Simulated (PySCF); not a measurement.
# Radial density of As²⁺ (arsenic, charge +2)

UHF, [Ar] 3d10 4s2 5s1, 2S determinant (an excited configuration). Calculation: PySCF 2.14, in x2c-TZVPPall with one added diffuse shell each of s, p, d type (7s6p5d1f, 57 functions); the spin-free X2C one-electron Hamiltonian (Gaussian nucleus).

```json
{"r (bohr)": "0.000678", "4πr²ρ (e/bohr)": "0.2391", "4πr²(ρα − ρβ)": "0.0000"}
{"r (bohr)": "0.00114", "4πr²ρ (e/bohr)": "0.5918", "4πr²(ρα − ρβ)": "0.0001"}
{"r (bohr)": "0.00192", "4πr²ρ (e/bohr)": "1.459", "4πr²(ρα − ρβ)": "0.0002"}
{"r (bohr)": "0.00323", "4πr²ρ (e/bohr)": "3.498", "4πr²(ρα − ρβ)": "0.0005"}
{"r (bohr)": "0.00543", "4πr²ρ (e/bohr)": "7.924", "4πr²(ρα − ρβ)": "0.0012"}
{"r (bohr)": "0.00913", "4πr²ρ (e/bohr)": "16.38", "4πr²(ρα − ρβ)": "0.0024"}
{"r (bohr)": "0.0154", "4πr²ρ (e/bohr)": "29.05", "4πr²(ρα − ρβ)": "0.0039"}
{"r (bohr)": "0.0258", "4πr²ρ (e/bohr)": "39.75", "4πr²(ρα − ρβ)": "0.0042"}
{"r (bohr)": "0.0435", "4πr²ρ (e/bohr)": "37.91", "4πr²(ρα − ρβ)": "0.0012"}
{"r (bohr)": "0.0731", "4πr²ρ (e/bohr)": "33.14", "4πr²(ρα − ρβ)": "0.0009"}
{"r (bohr)": "0.123", "4πr²ρ (e/bohr)": "45.95", "4πr²(ρα − ρβ)": "0.0107"}
{"r (bohr)": "0.207", "4πr²ρ (e/bohr)": "37.15", "4πr²(ρα − ρβ)": "0.0008"}
{"r (bohr)": "0.348", "4πr²ρ (e/bohr)": "25.30", "4πr²(ρα − ρβ)": "0.0149"}
{"r (bohr)": "0.585", "4πr²ρ (e/bohr)": "28.78", "4πr²(ρα − ρβ)": "0.0089"}
{"r (bohr)": "0.984", "4πr²ρ (e/bohr)": "8.939", "4πr²(ρα − ρβ)": "0.0525"}
{"r (bohr)": "1.66", "4πr²ρ (e/bohr)": "2.043", "4πr²(ρα − ρβ)": "0.0617"}
{"r (bohr)": "2.78", "4πr²ρ (e/bohr)": "0.4202", "4πr²(ρα − ρβ)": "0.1093"}
{"r (bohr)": "4.68", "4πr²ρ (e/bohr)": "0.2728", "4πr²(ρα − ρβ)": "0.2686"}
{"r (bohr)": "7.88", "4πr²ρ (e/bohr)": "0.02312", "4πr²(ρα − ρβ)": "0.0231"}
```

Densities and radii are taken from the X2C orbitals without a picture-change correction, which distorts them close to the nucleus.

The outer electron is Rydberg-like, and this basis confines it to a smaller radius and binds it less than a complete one would.
